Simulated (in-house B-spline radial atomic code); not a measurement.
# PBE excitations of Si V (Si4+)

Method: PBE. Computed with a B-spline radial code for spherical atoms: linear response of the closed shell [He] 2s2 2p6 with the functional's adiabatic kernel; scalar-relativistic (spin-free one-electron X2C), finite nucleus, no spin-orbit coupling, no double excitations, S, P, D and F terms only. Only terms of natural parity with L up to 3 were computed.

Command:
```bash
python run_td.py task.json out
```
Settings (radii: box in bohr, nucleus in fm):
```
Z                        14
electrons                10
configuration            [He] 2s2 2p6
hamiltonian              x2c
method                   pbe,pbe
box_radius               19.1
rms_radius               3.1224
intervals                73
```

Time taken, with all properties: 0.2 s on 1 thread of Intel(R) Xeon(R) Platinum 8559C (Emerald Rapids), on a shared host.

The lowest states, in the order of their Tamm-Dancoff energies; the method's threshold (minus the highest occupied level) is 148.52 eV. Labels give the largest channel, * marks a mixed state, and oscillator strengths are full-response dipole values. Semilocal kernels can invert the small singlet-triplet splittings of Rydberg terms. Energies in eV:

| state | full response | Tamm-Dancoff | oscillator strength |
| --- | --- | --- | --- |
| 2p → 3s 3P | 97.66 | 97.67 | - |
| 2p → 3s 1P | 98.64 | 98.66 | 0.2 |
| 2p → 3p 3S | 106.22 | 106.25 | - |
| 2p → 3p 3D | 107.01 | 107.03 | - |
| 2p → 3p 1D | 107.73 | 107.74 | - |
| 2p → 3p 1S | 112.11 | 112.53 | - |
| 2p → 3d 3P | 119.07 | 119.08 | - |
| 2p → 3d 3F | 119.23 | 119.24 | - |
| 2p → 3d 1F | ? | ? | - |
| 2p → 3d 1P | ? | ? | ? |
| 2p → 4s 3P | 126.16 | 126.16 | - |
| 2p → 4s 1P | 126.40 | 126.41 | 0.0326 |
| 2p → 4p 3S | 128.98 | 128.99 | - |
| 2p → 4p 3D | 129.17 | 129.17 | - |
| 2p → 4p 1D | 129.37 | 129.37 | - |
| 2p → 4p 1S | 130.58 | 130.70 | - |

Q: Where does 2p → 3d 1P lie?

A: At 120.84 eV in full response, 120.90 eV in Tamm-Dancoff, oscillator strength 0.839.

Q: Where does 2p → 3d 1F lie?

A: At 119.57 eV in full response, 119.57 eV in Tamm-Dancoff.

Q: How large is the singlet-triplet splitting of 2p → 3s (P terms) in Tamm-Dancoff?

A: 0.985 eV, from the unrounded values.

Q: What polarisabilities and dispersion coefficient does the method give?

A: Dipole 0.171 bohr³, quadrupole 0.1126 bohr⁵, C6 0.1275 hartree·bohr⁶ for two such species.
